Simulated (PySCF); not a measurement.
## How methods differ on the ionisation energy of Yb⁵⁴⁺

Yb⁵⁴⁺ [Ne] 3s2 3p4 [3p1/2^2 3p3/2^2, M_J = 2] → Yb⁵⁵⁺ [Ne] 3s2 3p3 [3p1/2^2 3p3/2^1, M_J = 3/2], as a difference of total energies. All numbers are calculated (PySCF 2.14, the two-component X2C-1e Hamiltonian, in an even-tempered Gaussian basis (18 s from 15 bohr⁻², ratio 2.4; 14 p from 20 bohr⁻², ratio 2.4; 4 d from 71 bohr⁻², ratio 2.6; 4 f from 110 bohr⁻², ratio 2.6)). Correlated levels: 1s2 frozen; the 54 highest virtual spinors dropped. "Screened" scales the spin-orbit matrix elements by Boettger's factors to mimic the two-electron term; Breit and QED terms are absent.

```json
{"method": "GHF (spin-free)", "ionisation energy (eV)": "5291.7"}
{"method": "GMP2 (spin-free)", "ionisation energy (eV)": "5293.0"}
{"method": "GHF (screened spin-orbit)", "ionisation energy (eV)": "5227.6"}
{"method": "GMP2 (screened spin-orbit)", "ionisation energy (eV)": "5228.0"}
```

Breit and QED terms and the two-electron picture change are absent.

The spin-free rows relax to the high-spin LS determinant and lack the spin-orbit shift.

The labels give the starting determinants; with spin-orbit coupling the two ends relaxed to ⟨J²⟩ = 6.00, ⟨L²⟩ = 3.27, ⟨S²⟩ = 1.41 and ⟨J²⟩ = 3.75, ⟨L²⟩ = 2.56, ⟨S²⟩ = 1.50.

For comparison: 5224 ± 5 eV (theoretical estimate listed by NIST; NIST Atomic Spectra Database, ionization energies).
